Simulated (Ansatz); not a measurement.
Reaction (ligand exchange at the In–C bond): `[CH3][In]([Cl])[Cl]` + HCl → `[Cl][In]([Cl])[Cl]` + CH₄

Calculated with Ansatz (gas phase, PBE0-D4/def2-TZVP geometries, no zero-point term in ΔE). CCSD(T)/CBS adds triple-zeta CCSD(T) − MP2 to the extrapolated MP2 energy (def2 sets, frozen cores). This one scheme is used for every species. Functionals use def2-TZVPP. B3LYP here is the variant with VWN-RPA as its local correlation; programs differ in this. HSE06 is defined as in plane-wave codes. def2 core potentials past Kr. For In outer-core shells are correlated without core-valence functions, which leaves a few kJ/mol of doubt a bond.

`[CH3][In]([Cl])[Cl]`:

Cartesian coordinates in Å:
```
C -0.541 -0.994 -0.061
In 0.473 0.871 0.046
Cl 2.678 1.126 0.732
Cl -0.481 2.917 -0.502
H -1.397 -0.901 -0.727
H 0.147 -1.755 -0.426
H -0.880 -1.264 0.939
```

HCl:

```xyz
2

Cl   -0.079   -0.629   -0.080
H     0.079    0.629    0.080
```

`[Cl][In]([Cl])[Cl]`:

Z-matrix (Å, degrees):
```
In
Cl 1 2.293
Cl 1 2.293 2 120.0
Cl 1 2.293 2 120.0 3 -179.9
```

CH₄:

```xyz
5

C     0.000    0.000    0.000
H     0.564    0.923    0.133
H    -0.921    0.050    0.580
H     0.599   -0.844    0.342
H    -0.242   -0.130   -1.055
```

```json
{"level": "LDA (SPW92)", "ΔE (kJ/mol)": "-98.0", "difference from CCSD(T)/CBS": "11.3"}
{"level": "PBE-D4", "ΔE (kJ/mol)": "-106.3", "difference from CCSD(T)/CBS": "3.0"}
{"level": "revPBE-D4", "ΔE (kJ/mol)": "-107.2", "difference from CCSD(T)/CBS": "2.1"}
{"level": "BLYP-D4", "ΔE (kJ/mol)": "-110.0", "difference from CCSD(T)/CBS": "-0.7"}
{"level": "r2SCAN-D4", "ΔE (kJ/mol)": "-114.2", "difference from CCSD(T)/CBS": "-4.9"}
{"level": "B97M-V", "ΔE (kJ/mol)": "-122.3", "difference from CCSD(T)/CBS": "-13.0"}
{"level": "PBE0-D4", "ΔE (kJ/mol)": "-110.7", "difference from CCSD(T)/CBS": "-1.4"}
{"level": "B3LYP-D4", "ΔE (kJ/mol)": "-113.3", "difference from CCSD(T)/CBS": "-4.0"}
{"level": "r2SCANh-D4", "ΔE (kJ/mol)": "-114.8", "difference from CCSD(T)/CBS": "-5.5"}
{"level": "r2SCAN0-D4", "ΔE (kJ/mol)": "-115.7", "difference from CCSD(T)/CBS": "-6.4"}
{"level": "HSE06-D4", "ΔE (kJ/mol)": "-110.9", "difference from CCSD(T)/CBS": "-1.6"}
{"level": "CAM-B3LYP-D4", "ΔE (kJ/mol)": "-112.9", "difference from CCSD(T)/CBS": "-3.6"}
{"level": "ωB97X-V", "ΔE (kJ/mol)": "-113.1", "difference from CCSD(T)/CBS": "-3.8"}
{"level": "ωB97M-V", "ΔE (kJ/mol)": "-111.4", "difference from CCSD(T)/CBS": "-2.1"}
{"level": "B2PLYP", "ΔE (kJ/mol)": "-112.6", "difference from CCSD(T)/CBS": "-3.3"}
{"level": "PBE-QIDH", "ΔE (kJ/mol)": "-112.2", "difference from CCSD(T)/CBS": "-2.9"}
{"level": "PBE", "ΔE (kJ/mol)": "-106.5", "difference from CCSD(T)/CBS": "2.8"}
{"level": "revPBE", "ΔE (kJ/mol)": "-108.3", "difference from CCSD(T)/CBS": "1.0"}
{"level": "BLYP", "ΔE (kJ/mol)": "-110.6", "difference from CCSD(T)/CBS": "-1.3"}
{"level": "r2SCAN", "ΔE (kJ/mol)": "-114.4", "difference from CCSD(T)/CBS": "-5.1"}
{"level": "B3LYP", "ΔE (kJ/mol)": "-113.6", "difference from CCSD(T)/CBS": "-4.3"}
{"level": "r2SCANh", "ΔE (kJ/mol)": "-115.0", "difference from CCSD(T)/CBS": "-5.7"}
{"level": "HSE06", "ΔE (kJ/mol)": "-111.1", "difference from CCSD(T)/CBS": "-1.8"}
{"level": "BHLYP", "ΔE (kJ/mol)": "-120.6", "difference from CCSD(T)/CBS": "-11.3"}
{"level": "CAM-B3LYP", "ΔE (kJ/mol)": "-113.0", "difference from CCSD(T)/CBS": "-3.7"}
{"level": "LC-ωPBE", "ΔE (kJ/mol)": "-110.8", "difference from CCSD(T)/CBS": "-1.5"}
{"level": "RPA@PBE/def2-TZVPP", "ΔE (kJ/mol)": "-101.9", "difference from CCSD(T)/CBS": "7.4"}
{"level": "MP2/def2-SVP", "ΔE (kJ/mol)": "-123.8", "difference from CCSD(T)/CBS": "-14.5"}
{"level": "CCSD/def2-SVP", "ΔE (kJ/mol)": "-123.1", "difference from CCSD(T)/CBS": "-13.8"}
{"level": "CCSD(T)/def2-SVP", "ΔE (kJ/mol)": "-122.0", "difference from CCSD(T)/CBS": "-12.7"}
{"level": "HF/def2-TZVPP", "ΔE (kJ/mol)": "-134.2", "difference from CCSD(T)/CBS": "-24.9"}
{"level": "MP2/def2-TZVPP", "ΔE (kJ/mol)": "-105.2", "difference from CCSD(T)/CBS": "4.1"}
{"level": "SCS-MP2/def2-TZVPP", "ΔE (kJ/mol)": "-108.4", "difference from CCSD(T)/CBS": "0.9"}
{"level": "CCSD(T)/def2-TZVPP", "ΔE (kJ/mol)": "-105.8", "difference from CCSD(T)/CBS": "3.5"}
{"level": "HF/def2-QZVPP", "ΔE (kJ/mol)": "-134.2", "difference from CCSD(T)/CBS": "-24.9"}
{"level": "MP2/def2-QZVPP", "ΔE (kJ/mol)": "-107.3", "difference from CCSD(T)/CBS": "2.0"}
{"level": "SCS-MP2/def2-QZVPP", "ΔE (kJ/mol)": "-110.4", "difference from CCSD(T)/CBS": "-1.1"}
{"level": "HF/CBS(def2)", "ΔE (kJ/mol)": "-134.2", "difference from CCSD(T)/CBS": "-24.9"}
{"level": "MP2/CBS(def2)", "ΔE (kJ/mol)": "-108.7", "difference from CCSD(T)/CBS": "0.6"}
{"level": "CCSD/CBS(def2)", "ΔE (kJ/mol)": "-110.9", "difference from CCSD(T)/CBS": "-1.6"}
{"level": "CCSD(T)/CBS", "ΔE (kJ/mol)": "-109.3", "difference from CCSD(T)/CBS": "0"}
```

Largest T1 diagnostic among the species: 0.012.

From BLYP to BHLYP (50 % exact exchange), in def2-TZVPP and without D4, ΔE moves by −9.9 kJ/mol. Leaving LDA and LC-ωPBE aside and taking each functional with its dispersion term where it has one, the values spread over 16.0 kJ/mol, from B97M-V to PBE-D4. LDA lies +8.5 kJ/mol from PBE without D4.
